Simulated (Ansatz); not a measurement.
C₂H₈OSn, singlet, at a GFN2-xTB geometry (such geometries of metal compounds can be far from the true shape) (core potentials on Sn); CAM-B3LYP/def2-TZVPPD (Ansatz, a quantum-chemistry and plane-wave program).

The Ansatz input:
Ansatz 0.2 input:
```yaml
crystal:
  periodic: [false, false, false]
  atoms:
    - {symbol: Sn, position_ang: [0.40978749, 0.32264006, 0.18086672]}
    - {symbol: O, position_ang: [1.53345404, -1.11590891, -0.54258841]}
    - {symbol: C, position_ang: [-1.60521515, 0.16877042, -0.65753388]}
    - {symbol: C, position_ang: [-2.43906505, -0.92324696, -0.01825988]}
    - {symbol: H, position_ang: [1.33114590, 1.63917355, -0.29668152]}
    - {symbol: H, position_ang: [0.47365268, 0.17647163, 1.87318226]}
    - {symbol: H, position_ang: [1.25945283, -2.01599943, -0.38210415]}
    - {symbol: H, position_ang: [-1.48929092, -0.01225823, -1.72534191]}
    - {symbol: H, position_ang: [-2.09186466, 1.13322945, -0.53683277]}
    - {symbol: H, position_ang: [-2.56175169, -0.74990826, 1.04885394]}
    - {symbol: H, position_ang: [-3.42886238, -0.94601519, -0.47265718]}
    - {symbol: H, position_ang: [-1.98380734, -1.90256634, -0.15628470]}
basis:
  gaussian:
    orbitals: def2-TZVPPD.json
hamiltonian:
  xc: cam_b3lyp
```
The basis file holds def2-TZVPPD in the JSON format of the Basis Set Exchange.

Output, abridged:

```
Functional definition: CAM-B3LYP
1468 factors; their error is unknown
502 factors; integrals over basis functions are off by at most 3.3e-5 eV
mean field evaluation 1: about -10071.6359 eV, gradient 7.6e1 eV
mean field evaluation 2: about -10061.8057 eV, gradient 1.0e2 eV
mean field evaluation 4: about -10082.4293 eV, gradient 5.0e0 eV
mean field evaluation 8: about -10082.4829 eV, gradient 6.6e-2 eV
mean field evaluation 16: about -10082.5158 eV, gradient 5.2e-5 eV
mean field -10082.51582409 eV, -370.5256223605 hartree, gradient 5.2e-5 eV, S^2 0.000000; 0 other end points of the search recorded, 0 dependent functions left out
reference -10082.51598955 eV, -370.5256284411 hartree; 25, 25 occupied and 281, 281 virtual orbitals, 1468 factors
Total energy: -10082.51598955 eV, -370.5256284411 hartree
```
